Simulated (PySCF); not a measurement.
## How methods differ on the ionisation energy of Tb³⁷⁺

Tb³⁷⁺ [Ar] 3d10 → Tb³⁸⁺ [Ar] 3d9 [3d3/2^4 3d5/2^5, M_J = 5/2], as a difference of total energies. Computed with PySCF 2.14 in an uncontracted even-tempered set (16 s from 7.3 bohr⁻², ratio 2.8; 13 p from 9.5 bohr⁻², ratio 2.8; 8 d from 9.5 bohr⁻², ratio 2.8; 3 f from 38 bohr⁻², ratio 3), with the two-component X2C-1e Hamiltonian. Correlated levels: [Ne] frozen; the 80 highest virtual spinors dropped. "Screened" scales the spin-orbit matrix elements by Boettger's factors to mimic the two-electron term; Breit and QED terms are absent.

```tsv
method	ionisation energy (eV)
GHF (spin-free)	2765.9
GMP2 (spin-free)	2767.3
GHF (screened spin-orbit)	2751.3
GMP2 (screened spin-orbit)	2752.7
```

Breit and QED terms and the two-electron picture change are absent.

The spin-free rows lack the spin-orbit shift.

For comparison: 2750 ± 4 eV (theoretical estimate listed by NIST; NIST Atomic Spectra Database, ionization energies).
